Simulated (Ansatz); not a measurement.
Relaxed structures of BGeH3S, singlet (PBE0-D4/def2-TZVP; forces vanish, vibrations not checked; lower isomers may exist, and structures with a doubtful reference or unclear bonds are left out; Å). Ansatz 0.2.0; basis: def2-TZVPP; cores frozen in the correlated methods. Filled d shells of the heavier atoms are correlated. The def2 sets are not built for correlating such inner shells, so the correlated values are less sure here.

Rank them by CCSD(T) energy, lowest first, and give each one's height above the lowest. Links in brackets join atoms within 1.22 times the sum of their covalent radii (1.1 for two metals). (An estimate is asked for; the value comes from the calculation.)
A.
BGeH₃S ([SH][BH][GeH])
```
6
angstrom
B 0.0187 -0.6875 0.1269
S 1.3347 -1.5419 0.9468
Ge -0.2064 1.3541 -0.0622
H -0.8896 -1.3272 -0.3299
H 0.4422 1.2369 -1.5146
H 0.9326 -2.8175 0.7900
```
B.
BGeH₃S ([BH]1[SH2][Ge]1)
```
6
angstrom
B -0.5057 -0.9849 -0.0935
S 0.4282 0.5813 0.1083
Ge 1.1389 -1.6986 0.6622
H -1.6060 -1.0389 -0.5377
H 0.5944 1.3837 -0.9894
H -0.1497 1.5933 0.8281
```
C.
BGeH₃S ([BH]1[S][GeH2]1)
```
6
angstrom
B -0.6755 -0.9896 -0.1627
S 0.8978 -1.3039 0.5181
Ge 0.1707 0.8221 -0.0250
H -1.6214 -1.6299 -0.4757
H 1.0925 1.4160 -1.0956
H 0.1358 1.6853 1.2409
```

The calculation gives: C (0.0 kJ/mol), A (101.3 kJ/mol), B (256.2 kJ/mol). Heights count from the lowest.

The T1 diagnostic stays at or below 0.016. The restricted Hartree–Fock reference is unstable towards an unrestricted one at one or more of these structures.

For scale, one of the runs: CCSD(T)/def2-TZVPP, 163 basis functions, launched by `ansatz run in.yaml --threads 2 --pin off --events-out ev --progress --plain --max-ram 4352MiB`. Time: 42 s of wall clock on 2 CPU threads of an Arm Neoverse V1; the host was shared. Peak host memory: 1.2 GiB.
